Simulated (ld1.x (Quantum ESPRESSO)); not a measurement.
**Before and after: TM potential for Pd (Z = 46)**

| Item | Value |
| --- | --- |
| Element | Pd |
| Generator | ld1.x (Quantum ESPRESSO) 7.5 |
| Type | norm-conserving Troullier–Martins (Kleinman–Bylander form) |
| Functional | PW91 |
| Relativity | non-relativistic |
| Frozen core | [Ar] 3d10 4s2 |
| Valence charge | 16 |
| Reference configuration | 4p6 4d10 5s0 5p0 |
| Partial waves | 4p (bound): rc 1.05 bohr; 4d (bound): rc 1.60 bohr; 5s (bound, empty): rc 2.25 bohr |
| Local potential | the s channel |
| Core correction | Bessel-smoothed model core, default radius (core density twice the valence density) |

All-electron outer shells of the reference configuration (PW91, non-relativistic, ld1.x):

| shell | level (eV) | outermost node (bohr) | outermost maximum (bohr) |
| --- | --- | --- | --- |
| 4s | -78.63 | 0.47 | 0.88 |
| 4p | -49.31 | 0.46 | 0.92 |
| 4d | -4.17 | 0.45 | 1.09 |
| 5s | -2.90 | 1.19 | 2.81 |
| 5p | -0.31 | 1.34 | 5.00 |

Change: all radii but the core radius scaled by about 0.82 (s 1.84, p 0.86, d 1.32 bohr).

Cutoffs: the cutoffs (Ry, on a coarse ladder) from which the occupation-weighted sum of valence levels, in a spherical-Bessel basis at the reference potential, stays within 10 and 1 mRy of its value at 400 Ry; they do not see the model core or the augmentation charge, which bear on the density cutoff. Errors are all-electron minus pseudo energies relative to the spin-unpolarised reference configuration.

Question: How do hardness, ghosts and transferability respond?

Answer: Of the 7 tests that both files solve, the error grows in 0 and shrinks in 7 by more than 15 % and 0.3 meV (median size 214.4 → 123.9 meV); neither file shows a bound ghost at the reference potential, the only one tested. Less of the atom is replaced, so other configurations are described better.

```tsv
quantity	base	changed
cutoff, loose	140 Ry	260 Ry
cutoff, tight	180 Ry	over 300 Ry
loose cutoff by channel (10 mRy a level)	p 80 Ry, d 50 Ry	p 140 Ry, d 55 Ry
bound ghosts	none	none
error for 4p6 4d9 5s0 5p0, meV [ΔE 9.32 eV]	-61	-46
error for 4p6 4d8 5s0 5p0, meV [ΔE 30.51 eV]	-344	-276
error for 4p6 4d7 5s0 5p0, meV [ΔE 65.39 eV]	-950	-794
error for 4p5 4d10 5s0 5p0, meV [ΔE 55.35 eV]	-214	-177
error for 4p6 4d9.5 5s0 5p0, meV [ΔE 3.32 eV]	-12	-8.7
error for 4p6 4d9 5s1 5p0, meV [ΔE 2.18 eV]	-78	-45
error for 4p6 4d8 5s1 5p0, meV [ΔE 14.87 eV]	-331	-124
```

Base: These tests converged, but a pseudo level misses the all-electron one widely, so the file describes the atom poorly there or has found another state: 4p6 4d7 5s0 5p0: empty 5p by 2.7 eV (a node warning on the way). Changed file: These tests converged, but a pseudo level misses the all-electron one widely, so the file describes the atom poorly there or has found another state: 4p6 4d7 5s0 5p0: empty 5p by 2.4 eV.
